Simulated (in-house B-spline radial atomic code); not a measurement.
Values are calculated unless marked as measured or tabulated.
# Weak and strong correlation along the adiabatic connection

Two-electron singlets in several external potentials (atomic units), by full CI in B-splines with partial waves to l = 8 (correlation energies up to 0.6 % small). The repulsion is scaled by λ at fixed density; W(λ) is the mean repulsion less the Hartree energy, W(0) = E_x, and the area under W from 0 to 1 is E_xc.

One system gave this curve:

```
   λ  W (hartree)
   0       -4.321
0.02      -4.3229
0.05      -4.3257
0.12      -4.3321
0.25      -4.3441
 0.4      -4.3576
 0.6      -4.3753
 0.8      -4.3927
   1      -4.4097
 1.4      -4.4427
   2      -4.4899
   3      -4.5627
 4.5        -4.66
   7      -4.7968
  10      -4.9288
```

(1) Which system is it?
A. −Z exp(−kr)/r, Z = 4.27, k = 1.91
B. −Z/r, Z = 7.27, wall at 2.3 bohr
C. −Z/r, Z = 1.53, wall at 6.29 bohr
D. −Z/r, Z = 2.25

## Answers

(1) B. The exchange energy sets the size: −Z/r, Z = 7.27, wall at 2.3 bohr: E_x = -4.32, E_c = -0.0451; −Z exp(−kr)/r, Z = 4.27, k = 1.91: E_x = -2.02, E_c = -0.0466; −Z/r, Z = 2.25: E_x = -1.18, E_c = -0.0424; −Z/r, Z = 1.53, wall at 6.29 bohr: E_x = -0.732, E_c = -0.0408 hartree.
